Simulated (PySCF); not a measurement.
**Which determinant of CdO lies lowest?**

Unrestricted PBE0; Cd cc-pVDZ-PP with ECP28, O cc-pVDZ; scalar-relativistic core potentials (PySCF 2.14). Outer shells of the fragments: Cd 4d10 5s2; O 2s2 2p4.

Followed along the bond (rough minima from three points):

```tsv
2Ms+1	unpaired	⟨S²⟩ at the start	R at minimum (Å)	Te (eV)
3	σ ↑, π ↑	2.01	2.10	0.00
1	σ ↓, π ↑	1.01	2.06	0.20
1	none	0.00	1.89	0.54
3	σ ↑↑	2.00	2.00	1.65
```

Solutions found at the starting distance of 2.000 Å, counted from the lowest of them; the search is not exhaustive and high or unbound solutions are not listed, so other states can lie among these:

```
2Ms+1  unpaired   term  E (eV)  ⟨S²⟩  ⟨Lz²⟩  μ (D)
    3  σ ↑, π ↑     ³Π    0.00  2.01   1.01  -2.09
    1  σ ↓, π ↑  mixed    0.19  1.01   1.01  -2.35
    1      none    ¹Σ⁺    0.63  0.00   0.00  -5.29
    3      σ ↑↑    ³Σ⁺    1.61  2.00   0.00  -3.31
    3      π ↑↑    ³Σ⁻    2.50  2.01   0.00   2.87
    1      π ↑↓  mixed    3.24  1.00   2.01   2.79
    3      π ↑↑  mixed    3.89  2.00   2.00  -3.44
    1      π ↑↓  mixed    3.96  1.16   2.01  -2.87
    3      π ↑↑  mixed    4.05  2.00   2.00  -3.42
    1      none  mixed    5.30  0.00   2.00   2.49
```

A term symbol is given only where ⟨S²⟩ and ⟨Lz²⟩ are close to those of a pure state; the other rows mix spins, or terms through real π, δ and φ orbitals. A positive dipole means Cd(−)O(+).

Spin–orbit coupling is left out. Counting both spins, an empty level lies below a filled one in some of these solutions, because spin and occupation are held.
